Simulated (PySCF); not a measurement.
A structure optimised at B3LYP-D3(BJ)/def2-SVP, used in a PySCF frequency run:

```xyz
10

C     -0.4405    -2.0780     0.0000
C      0.6018    -1.2364     0.0000
C      0.5413     0.2254     0.0000
C      1.6233     1.0189     0.0000
Cl    -1.0578     0.9556     0.0000
H     -1.4680    -1.7078     0.0000
H     -0.2865    -3.1592     0.0000
H      1.6223    -1.6345     0.0000
H      2.6199     0.5711     0.0000
H      1.5402     2.1060     0.0000
```

Q: Write its SMILES, formula and point group.

A: C=CC(=C)Cl, C₄H₅Cl, Cs

Q: What are its rotational constants (standard atomic weights)?

A: 5.3563, 3.6913, 2.1853 GHz
